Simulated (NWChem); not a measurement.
System: C$_{2}$H$_{3}$F$_{3}$Si; SMILES C(=C(F)F)[SiH2]F

Input file for NWChem:

```
start job
memory heap 200 mb stack 900 mb global 1100 mb
geometry units angstroms noautoz
  F     -0.605373     2.660338     0.000000
  Si     0.413293     1.405301     0.000000
  C     -0.644929    -0.121881     0.000000
  C     -0.143774    -1.350054     0.000000
  F     -0.831229    -2.479676     0.000000
  F      1.158725    -1.622863     0.000000
  H      1.267406     1.485734     1.212065
  H      1.267406     1.485734    -1.212065
  H     -1.728332    -0.042825     0.000000
end
basis spherical
  * library def2-tzvp
end
dft
  xc xpbe96 cpbe96
  iterations 150
  semidirect filesize 400000000
  mulliken
end
task dft energy
```

NWChem printed, in part:

```
             Northwest Computational Chemistry Package (NWChem) 7.3.0
             --------------------------------------------------------

 CS  symmetry detected

                             Geometry "geometry" -> ""
                             -------------------------

 Output coordinates in angstroms (scale by  1.889725989 to convert to a.u.)

  No.       Tag          Charge          X              Y              Z
 ---- ---------------- ---------- -------------- -------------- --------------
    1 F                    9.0000    -0.56233749     2.65309954     0.00000000
    2 Si                  14.0000     0.44129011     1.38600446     0.00000000
    3 C                    6.0000    -0.63506787    -0.12844995     0.00000000
    4 C                    6.0000    -0.14859412    -1.36251176     0.00000000
    5 F                    9.0000    -0.84947067    -2.48385573     0.00000000
    6 F                    9.0000     1.15055910    -1.65083330     0.00000000
    7 H                    1.0000     1.29630152     1.45624669     1.21206500
    8 H                    1.0000     1.29630152     1.45624669    -1.21206500
    9 H                    1.0000    -1.71745111    -0.03648029     0.00000000

 Effective nuclear repulsion energy (a.u.)     290.7069600067

      Symmetry information
      --------------------

 Group name             Cs
 Group number              2
 Group order               2
 No. of unique centers     8

  pbe96 is a nonlocal functional; adding pw91lda local functional.

                                 NWChem DFT Module
                                 -----------------

 Summary of "ao basis" -> "ao basis" (spherical)
 ------------------------------------------------------------------------------
       Tag                 Description            Shells   Functions and Types
 ---------------- ------------------------------  ------  ---------------------
 F                         def2-tzvp                11       31   5s3p2d1f
 Si                        def2-tzvp                13       37   5s5p2d1f
 C                         def2-tzvp                11       31   5s3p2d1f
 H                         def2-tzvp                 4        6   3s1p

      Symmetry analysis of basis
      --------------------------

        a'        141
        a"         69

            General Information
            -------------------
          SCF calculation type: DFT
          Wavefunction type:  closed shell.
          No. of atoms     :     9
          No. of electrons :    56
           Alpha electrons :    28
            Beta electrons :    28
          Charge           :     0
          Spin multiplicity:     1
          Use of symmetry is: on ; symmetry adaption is: on
          Maximum number of iterations: 150
          AO basis - number of functions:   210
                     number of shells:    80
          Convergence on energy requested:  1.00D-06
          Convergence on density requested:  1.00D-05
          Convergence on gradient requested:  5.00D-04

              XC Information
              --------------
          PerdewBurkeErnzerhof Exchange Functional  1.000
            Perdew 1991 LDA Correlation Functional  1.000 local
           PerdewBurkeErnz. Correlation Functional  1.000 non-local

             Grid Information
             ----------------
          Grid used for XC integration:  medium
          Radial quadrature: Mura-Knowles
          Angular quadrature: Lebedev.
          Tag              B.-S. Rad. Rad. Pts. Rad. Cut. Ang. Pts.
          ---              ---------- --------- --------- ---------
          F                   0.50       49          12.0       434
          Si                  1.10       88          10.0       590
          C                   0.70       49          10.0       434
          H                   0.35       45          10.0       434
          Grid pruning is: on
          Number of quadrature shells:   423
          Spatial weights used:  Erf1

      Superposition of Atomic Density Guess
      -------------------------------------

 Sum of atomic energies:        -663.93172961

      Non-variational initial energy
      ------------------------------

 Total energy =    -665.944900
 1-e energy   =   -1499.236643
 2-e energy   =     542.584782
 HOMO         =      -0.284136
 LUMO         =       0.035904

      Symmetry analysis of molecular orbitals - initial
      -------------------------------------------------

  Numbering of irreducible representations:

     1 a'          2 a"

  Orbital symmetries:

     1 a'          2 a'          3 a'          4 a'          5 a'
     6 a'          7 a'          8 a'          9 a'         10 a"
    11 a'         12 a'         13 a'         14 a'         15 a'
    16 a'         17 a'         18 a"         19 a'         20 a"
    21 a'         22 a'         23 a"         24 a'         25 a'
    26 a"         27 a'         28 a"         29 a'         30 a"
    31 a'         32 a'         33 a'         34 a'         35 a"
    36 a'         37 a"         38 a'

------------------------------------------------------------
EAF file 0: "./job.aoints.0" size=384827392 bytes
------------------------------------------------------------
               write      read    awrite     aread      wait
               -----      ----    ------     -----      ----
     calls:      734         0         0         0         0
   data(b): 3.85e+08  0.00e+00  0.00e+00  0.00e+00
   time(s): 0.00e+00  0.00e+00  0.00e+00  0.00e+00  0.00e+00
rate(mb/s): 0.00e+00  0.00e+00
------------------------------------------------------------

     ---------------------------------------------
      Total Density - Mulliken Population Analysis
     ---------------------------------------------

    Atom       Charge   Shell Charges
 -----------   ------   -------------------------------------------------------
    1 F    9     9.52   0.77  1.20  0.61  1.01  0.31  2.37  2.36  0.87  0.00  0.01  0.00
    2 Si  14    13.13   2.00  0.59  1.39  0.82  0.41  4.11  1.73  0.48  0.99  0.27  0.15  0.14  0.05
    3 C    6     6.77   0.86  1.12  0.57  0.67  0.12  1.34  1.52  0.54  0.01  0.02  0.01
    4 C    6     4.98   0.85  1.12  0.51  0.50  0.04  0.82  0.79  0.14  0.05  0.14  0.02
    5 F    9     9.33   0.77  1.20  0.61  1.00  0.31  2.30  2.29  0.83  0.00  0.01  0.00
    6 F    9     9.33   0.77  1.20  0.61  1.00  0.31  2.30  2.30  0.83  0.00  0.01  0.00
    7 H    1     1.07   0.23  0.55  0.28  0.01
    8 H    1     1.07   0.23  0.55  0.28  0.01
    9 H    1     0.81   0.23  0.43  0.12  0.03

   convergence    iter        energy       DeltaE   RMS-Dens  Diis-err
 ---------------- ----- ----------------- --------- --------- ---------
 d= 0,ls=0.0,diis     1   -666.5335616510 -9.57D+02  8.39D-03  2.32D+00
 d= 0,ls=0.0,diis     2   -666.1093484563  4.24D-01  5.89D-03  6.76D+00
 d= 0,ls=0.0,diis     3   -666.6982799088 -5.89D-01  1.94D-03  2.00D-01
 d= 0,ls=0.0,diis     4   -666.7045190690 -6.24D-03  1.03D-03  1.32D-01
 d= 0,ls=0.0,diis     5   -666.7192816169 -1.48D-02  2.91D-04  9.46D-03
  Resetting Diis
 d= 0,ls=0.0,diis     6   -666.7200093694 -7.28D-04  7.79D-05  8.65D-04
 d= 0,ls=0.0,diis     7   -666.7200886148 -7.92D-05  5.96D-05  9.31D-05
 d= 0,ls=0.0,diis     8   -666.7200553294  3.33D-05  4.30D-05  4.08D-04
 d= 0,ls=0.0,diis     9   -666.7200967505 -4.14D-05  9.46D-06  1.04D-05
 d= 0,ls=0.0,diis    10   -666.7200977790 -1.03D-06  2.54D-06  8.58D-07
 d= 0,ls=0.0,diis    11   -666.7200978732 -9.42D-08  2.20D-07  4.66D-09

         Total DFT energy =     -666.720097873191
      One electron energy =    -1501.717978638351
           Coulomb energy =      608.060830777323
    Exchange-Corr. energy =      -63.769910018867
 Nuclear repulsion energy =      290.706960006704

 Numeric. integr. density =       55.999999627380

                  Occupations of the irreducible representations
                  ----------------------------------------------

                     irrep           alpha         beta
                     --------     --------     --------
                     a'               22.0         22.0
                     a"                6.0          6.0

                       DFT Final Molecular Orbital Analysis
                       ------------------------------------

 Vector   26  Occ=2.000000D+00  E=-3.152638D-01  Symmetry=a'
              MO Center= -1.4D-02,  8.3D-01, -5.4D-14, r^2= 3.4D+00
   Bfn.  Coefficient  Atom+Function         Bfn.  Coefficient  Atom+Function
  ----- ------------  ---------------      ----- ------------  ---------------
    75      0.196201  3 C  py                 6      0.188461  1 F  px
    46     -0.182650  2 Si px                74      0.173021  3 C  px
     9      0.149932  1 F  px                 7      0.137809  1 F  py
    47     -0.138041  2 Si py                72      0.137145  3 C  s
    77      0.136975  3 C  px                78      0.131963  3 C  py

 Vector   27  Occ=2.000000D+00  E=-3.099772D-01  Symmetry=a"
              MO Center=  6.1D-01,  1.4D+00,  5.7D-14, r^2= 3.0D+00
   Bfn.  Coefficient  Atom+Function         Bfn.  Coefficient  Atom+Function
  ----- ------------  ---------------      ----- ------------  ---------------
    48     -0.248721  2 Si pz                 8      0.246325  1 F  pz
    11      0.197162  1 F  pz               194     -0.190097  7 H  s
   200      0.190097  8 H  s                195     -0.153727  7 H  s
   201      0.153727  8 H  s                 14      0.139369  1 F  pz
   193     -0.123872  7 H  s                199      0.123872  8 H  s

[...]
```

Level: PBE/def2-TZVP. Coordinates come from a B3LYP/6-31G* (spherical d) optimisation.
